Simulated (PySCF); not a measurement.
C3H9F3OSi3: full NMR table

- Formula: C3H9F3OSi3
- SMILES: O=CC([SiH3])([SiH3])[SiH2]C(F)(F)F
- InChI: InChI=1S/C3H9F3OSi3/c4-3(5,6)10-2(8,9)1-7/h1H,10H2,8-9H3
- Point group of the computed structure: C1
- Degrees of unsaturation: 1
- Carbon signals: 3
- Proton signals: 3

Bonds (- single, = double, # triple, : aromatic): O1=C2, C2-C3, C3-Si4, C3-Si5, C3-Si6, Si6-C7, C7-F8, C7-F9, C7-F10. C2 carries H11; Si4 carries H12, H13, H14; Si5 carries H15, H16, H17; Si6 carries H18, H19.

[PySCF 2.14: σ from GIAO-PBE0/pcSseg-1; structure optimised with GFN2-xTB; gas phase; equivalent nuclei averaged; single conformer; relativity neglected]

δ = σ(ref) − σ, references computed at the same level: 1H, 13C, 29Si against TMS; 19F against CFCl3; H2O for 17O.

| carbon | δC, type | δH (multiplicity) | HMBC from (2–3 bonds) | span of the C tensor (ppm) |
| --- | --- | --- | --- | --- |
| C2 | 209.9, CH | 9.58 (s) | H18/H19, H12/H13/H14/H15/H16/H17 | 228 |
| C3 | 29.9, C | – | H11, H18/H19, H12/H13/H14/H15/H16/H17 | 91 |
| C7 | 138.7, C | – | H18/H19 | 10 |

Other nuclei:
| atoms | nucleus | environment | δ (ppm) | σ (ppm) |
| --- | --- | --- | --- | --- |
| H18/H19 | 1H | hydrogen on a silicon bonded to 2 C | 4.59 | 27.12 |
| H12/H13/H14/H15/H16/H17 | 1H | hydrogen on a silicon bonded to C | 4.18 | 27.54 |
| F8/F9/F10 | 19F | fluorine of a CF3 group | -66.0 | 237.0 |
| Si6 | 29Si | silicon bonded to 2 C, 2 H | -48.5 | 397.7 |
| Si4/Si5 | 29Si | silicon bonded to C, 3 H | -71.5 | 420.6 |
| O1 | 17O | aldehyde oxygen | 672.0 | -335.9 |

Carbon types of the structure: 2 × C, 1 × CH, leaving 8 H on heteroatoms. δC 209.9: aldehyde carbonyl carbon; the double bond to the heteroatom, with no lone-pair donor beside it, deshields it most. δC 138.7: CF3 carbon; 3 electronegative neighbours deshield it. δC 29.9: fully substituted sp3 carbon bonded to 3 Si, α to a carbonyl; the adjacent C=O deshields it moderately. δH 9.58: hydrogen on an aldehyde carbonyl carbon; the C=O anisotropy and electron withdrawal place aldehyde protons far downfield. δH 4.18: hydrogen on a silicon bonded to C.

Splittings by 19F in the carbon and heteronuclear signals aren't shown, as no couplings were computed. Shifts are as computed. Against solution values, carbons near 30 ppm lie about +3 ppm off and those near 130 ppm about +5 ppm. Of 1211 compounds with measured shifts, 218 miss one by over three times the rms of a fit or turn the order of signals round; such compounds aren't used in these exercises. Unscaled 19F shifts against computed CFCl3 carry errors that often reach 10 to 50 ppm. Unscaled 17O shifts of doubly bonded oxygen tend to come out too high, by tens of ppm or more. Experimental scales use liquid or dissolved standards, which lie at an offset from isolated H2O (liquid H2O: subtract about 36 ppm). No couplings were computed; multiplicities are counted from neighbouring protons, with m where these are inequivalent, close in shift, in a saturated or five-membered ring or joined by F or P, and br s for small geminal =CH2 splittings.
